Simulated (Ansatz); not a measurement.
Ansatz (an electronic-structure program) input:
A basis named .json is the Basis Set Exchange file of that set.

Ansatz 0.2 input:
```yaml
crystal:
  periodic: [false, false, false]
  atoms:
    - {symbol: Tl, position_ang: [-0.00000000, -0.00000000, -1.35233612]}
    - {symbol: I, position_ang: [0.00000000, 0.00000000, 2.06677785]}
basis:
  gaussian:
    orbitals: def2-TZVPPD.json
total_charge: 1
magnetization: {spin_polarized: true, initial_magnetization: 1}
correlation: {method: ccsd_t, electrons: outside_noble_gas}
```

Q: Which total energy does the run end on?

A: -468.16511 Eh (CCSD(T)/def2-TZVPPD). The basis has 115 functions.
